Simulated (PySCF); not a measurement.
**How methods differ on the ionisation energy of Xe⁺**

Xe⁺ [Kr] 4d10 5s2 5p5 (2P) → Xe²⁺ [Kr] 4d10 5s2 5p4 (3P), as a difference of total energies. Computed with PySCF 2.14 in def2-TZVP with the def2 core potential (28 electrons), with a scalar-relativistic core potential. Correlated levels: valence: 4s2 4p6 4d10 frozen. The calculations carry no spin-orbit coupling.

```json
{"method": "UHF", "ionisation energy (eV)": "20.077", "difference from reference (eV)": "-0.898"}
{"method": "r2SCAN", "ionisation energy (eV)": "21.119", "difference from reference (eV)": "+0.144"}
{"method": "TPSS", "ionisation energy (eV)": "21.090", "difference from reference (eV)": "+0.115"}
{"method": "MP2 (valence)", "ionisation energy (eV)": "20.772", "difference from reference (eV)": "-0.203"}
{"method": "SCS-MP2 (valence)", "ionisation energy (eV)": "20.769", "difference from reference (eV)": "-0.206"}
{"method": "CCSD (valence)", "ionisation energy (eV)": "20.793", "difference from reference (eV)": "-0.182"}
{"method": "CCSD(T) (valence)", "ionisation energy (eV)": "20.820", "difference from reference (eV)": "-0.155"}
```

Reference: 20.975 eV (semi-empirical (NIST evaluation); NIST Atomic Spectra Database, ionization energies).

The reference lies between the lowest fine-structure levels, while these numbers refer to the centres of the terms.

Errors of the correlated levels include the incompleteness of this basis and the frozen core.
